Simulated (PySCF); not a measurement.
A species of formula C5H9ClO has this rotational fingerprint, computed with CAM-B3LYP/def2-SVPD in PySCF (dipole) on a GFN2-xTB geometry, gas phase:

* Rotational constants: A = 3009, B = 1754, C = 1464 MHz
* Dipole components: |μa| = 2.37 D, |μb| = 1.96 D, |μc| = 0.00 D
* Inertial defect: -110.90 u·Å²
* κ: -0.63

**Question.** Which structure is it? (One computed conformer of each.)
A. `[CH3:1][CH2:2][C@H:3]([CH3:4])[C:5](=[O:6])[Cl:7]` with C1–C2–C3–C4 -175°, C2–C3–C5–O6 -119°
B. `[CH3:1][CH2:2][CH2:3][CH2:4][C:5](=[O:6])[Cl:7]` with C1–C2–C3–C4 180°, C2–C3–C4–C5 180°, C3–C4–C5–O6 0°
C. `CC(C)(C)C(=O)Cl` (pivaloyl chloride)

**Answer.** C. It is CC(C)(C)C(=O)Cl, an asymmetric top, point group Cs. The candidates at the same level (rigid rotor, commonest isotopes):

```tsv
SMILES	A (MHz)	B (MHz)	C (MHz)	μa (D)	μb (D)	μc (D)	Δ (u·Å²)	point group	rotor
CCCCC(=O)Cl	6633	786.3	715.4	2.53	1.86	0.00	-12.50	Cs	near-prolate asymmetric top
CC(C)(C)C(=O)Cl	3009	1754	1464	2.37	1.96	0.00	-110.90	Cs	asymmetric top
CC[C@H](C)C(=O)Cl	2457	1668	1506	2.48	1.69	0.94	-173.13	C1	asymmetric top
```

`CC[C@H](C)C(=O)Cl` has A 18 % too low; `CCCCC(=O)Cl` has A 120 % too high. In the right answer the mirror of this Cs structure is the ab plane, so μc vanishes by symmetry. No structure here is proved a minimum.
